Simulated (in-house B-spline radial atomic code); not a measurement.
A run on Cr- that did not converge. Method: scalar-relativistic (X2C) B3LYP, spin-polarised, spherical fractional occupations, exact exchange averaged over the configuration, Fermi nucleus of rms radius 3.6452 fm; computed with an all-electron radial atomic-structure program (B-spline basis).

Command:
```bash
python run_scf.py task.json out
```
Settings (nuclear radius in fm, mass in u):
```
Z                24
configuration    [Ar] 3d5 4s2
hamiltonian      x2c
method           b3lyp
spin_polarised   True
nucleus          fermi
rms_radius       3.6452
atomic_mass      51.9405
speed_of_light   137.035999084
exact_exchange   averaged over the configuration
```

First and last ten iterations of the last attempt (damped for 15 steps, keeping 80 % of the old Fock matrix, then DIIS):
```
 iter        energy (Eh)    residual
    1       -1042.425383    3.19e-01
    2       -1043.205074    4.74e-01
    3       -1046.754452    3.00e-01
    4       -1048.784314    1.91e-01
    5       -1049.872564    1.14e-01
    6       -1050.413843    7.56e-02
    7       -1050.662178    4.86e-02
    8       -1050.768065    3.42e-02
    9       -1050.811806    2.31e-02
   10       -1050.830920    1.62e-02
  111       -1050.854067    6.56e-05
  112       -1050.854066    9.28e-05
  113       -1050.854066    9.24e-05
  114       -1050.854065    1.35e-04
  115       -1050.854064    1.34e-04
  116       -1050.854065    1.22e-04
  117       -1050.854067    7.03e-05
  118       -1050.854067    7.37e-05
  119       -1050.854067    7.32e-05
  120       -1050.854067    8.89e-05
 not converged after 120 iterations
```

The smallest residual met was 1.5e-05; the threshold is about 2e-07. Over the last five steps the energy moves by less than 5e-06 hartree, but the orbitals didn't meet the threshold. Time taken, with all properties: 5.6 s on 1 thread of Arm Neoverse N1, on a shared host.
